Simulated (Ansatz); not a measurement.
Basis sets compared for B9As9. Total charge 0; singlet. Geometry PBE-D4/def2-SVP. Ansatz on 2 threads of AMD EPYC 7R13 on a shared host and a share (18 GiB) of an NVIDIA H100 80GB HBM3; times are rough, and most runs start from earlier orbitals.

```xyz
18

As    0.5879   -0.0479   -2.8106
As   -0.7214   -4.0341    2.6869
As    2.0034   -1.1131    2.7479
As    0.3500   -2.5171   -0.7092
As   -2.5854    3.0367   -2.8018
As   -1.9411    0.2207   -0.2905
As    1.9830    3.2814    0.2772
As   -0.1909    2.3677   -2.7898
As   -0.4357   -0.1388    2.4009
B    -0.3990   -3.0325    1.0810
B    -0.6196   -0.8184   -1.4165
B     0.0200    0.9121   -0.9822
B     0.6468   -1.5221    1.1000
B     0.2615   -2.3087    2.5603
B     1.1820    0.1019    1.2310
B     0.7585    2.5065   -0.9395
B     1.2304    1.4296    0.2648
B    -2.1304    1.6761   -1.6101
```

Single mean-field runs in def2-SVP, def2-TZVP are fitted with def2-universal-jkfit.

Binding counts from free atoms (As quartet, B doublet) in the same basis, without a counterpoise term.

```json
{"level": "HF/STO-3G", "functions": "207", "energy (Eh)": "-20102.9369", "HOMO (eV)": "-4.30", "LUMO (eV)": "3.06", "binding per atom (eV)": "3.36", "wall time": "31 s"}
{"level": "PBE-D4/def2-SVP", "functions": "414", "energy (Eh)": "-20340.7865", "HOMO (eV)": "-4.98", "LUMO (eV)": "-3.58", "binding per atom (eV)": "4.23", "wall time": "6 s"}
{"level": "PBE0-D4/def2-SVP", "functions": "414", "energy (Eh)": "-20341.3629", "HOMO (eV)": "-5.78", "LUMO (eV)": "-3.07", "binding per atom (eV)": "4.05", "wall time": "8.5 s"}
```

Question: Estimate the rows for HF/def2-TZVP (with forces), PBE-D4/def2-TZVP, PBE0-D4/def2-TZVP.

Answer: 
| level | functions | energy (Eh) | HOMO (eV) | LUMO (eV) | binding per atom (eV) | wall time |
| --- | --- | --- | --- | --- | --- | --- |
| HF/def2-TZVP (with forces) | 711 | -20329.9257 | -7.24 | -0.37 | 2.10 | 23 s |
| PBE-D4/def2-TZVP | 711 | -20343.4855 | -5.00 | -3.63 | 4.18 | 17 s |
| PBE0-D4/def2-TZVP | 711 | -20344.0606 | -5.77 | -3.08 | 4.00 | 17 s |
